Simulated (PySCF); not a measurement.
CH₃Li, SMILES [Li][CH3]. Geometry optimised at B3LYP-D3(BJ)/def2-TZVPD. The isomer is the one that the SMILES or the coordinates give; other isomers of the formula were not compared.

Computed equilibrium geometry at B3LYP-D3(BJ)/def2-TZVPD (PySCF confirms it by a frequency run) as Cartesian coordinates in Å, and its point group:
point group C3v.
```xyz
5

Li     0.0000     0.0000    -1.5818
C      0.0000     0.0000     0.3870
H      0.8782     0.5071     0.8078
H      0.0000    -1.0141     0.8078
H     -0.8782     0.5071     0.8078
```
